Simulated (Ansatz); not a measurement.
A nudged elastic band was laid between two geometries of Cl2GaH6NSi (11 atoms, charge 0, multiplicity 1).

These are results of RKS PBE/def2-SVP in Ansatz, not measurements.

- movable images: 7
- climbing image: yes
- spring: 5.0 eV/Å²
- optimiser: quadratic models (default)
- start path: through a guess of the saddle point
- force threshold: 0.05 eV/Å
- iteration limit: 60
- end points: relaxed

First end point:

```xyz
11
Properties=species:S:1:pos:R:3
Ga 0.013 -0.127 0.039
H -0.376 1.234 0.717
Cl 2.126 -0.474 -0.497
Cl -1.398 -1.039 -1.395
N -0.212 -1.647 1.509
H -0.886 -2.265 1.025
Si 1.288 -2.560 2.040
H 1.785 -3.335 0.868
H 2.253 -1.558 2.581
H 0.851 -3.493 3.137
H -0.717 -1.246 2.315
```

Last end point:

```xyz
11
Properties=species:S:1:pos:R:3
Ga 0.220 -0.848 -0.260
H -0.969 1.044 1.752
Cl 1.944 0.428 -0.386
Cl -1.438 -0.486 -1.586
N 0.148 -2.272 0.882
H -0.733 -2.794 0.818
Si 1.356 -2.856 2.022
H 1.723 -4.291 1.741
H 2.565 -1.982 1.869
H 0.858 -2.786 3.444
H -0.947 0.332 2.042
```

**Question.** What changes between the two ends?

**Answer.** Bonds broken: Ga1–H2, N5–H11. Bonds formed: H2–H11. Cl2GaH6NSi becomes Cl2GaH4NSi + H2.

**Question.** What energy profile does the band end with?

**Answer.** The run converged. The highest image is number 6 of 0 to 8, 1.68 eV above the first end and 0.76 eV above the last; the last end lies 0.91 eV above the first. A vibrational analysis at the climbing image gives one clearly imaginary mode, 1112i cm⁻¹: a first-order saddle point. The orbitals stay closed-shell, which can raise the energy where a bond breaks towards radicals; this wasn't checked here.

| image | path coordinate (Å) | energy (eV) | Ga1–H2 (Å) | N5–H11 (Å) | H2–H11 (Å) |
| --- | --- | --- | --- | --- | --- |
| 0 | 0.00 | 0.00 | 1.57 | 1.03 | 2.97 |
| 1 | 0.37 | 0.02 | 1.57 | 1.03 | 2.81 |
| 2 | 0.73 | 0.09 | 1.57 | 1.03 | 2.54 |
| 3 | 1.10 | 0.22 | 1.58 | 1.03 | 2.20 |
| 4 | 1.46 | 0.46 | 1.60 | 1.04 | 1.80 |
| 5 | 1.83 | 1.09 | 1.70 | 1.15 | 1.37 |
| 6 | 2.19 | 1.68 | 1.85 | 1.47 | 0.99 |
| 7 | 3.46 | 0.94 | 2.77 | 2.65 | 0.77 |
| 8 | 4.73 | 0.91 | 3.01 | 3.05 | 0.77 |

**Question.** What is the geometry of the highest image?

**Answer.** 
```xyz
11
Properties=species:S:1:pos:R:3
Ga 0.038 -0.529 -0.143
H -0.529 0.508 1.282
Cl 2.040 0.061 -0.701
Cl -1.561 -0.648 -1.595
N -0.094 -1.808 1.352
H -0.950 -2.380 1.281
Si 1.271 -2.657 2.129
H 1.881 -3.702 1.234
H 2.302 -1.623 2.469
H 0.768 -3.323 3.380
H -0.439 -0.410 1.650
```

**Question.** What are the harmonic wavenumbers there?

**Answer.** 1112i, 56, 72, 101, 116, 155, 194, 368, 407, 439, 475, 615, 684, 706, 771, 854, 897, 919, 932, 1040, 1315, 1626, 1871, 2163, 2173, 2202, 3432 cm⁻¹.

Time of the run: 6.6 min on 4 threads of Arm Neoverse V1, with other jobs on the host, peak memory 0.2 GiB.
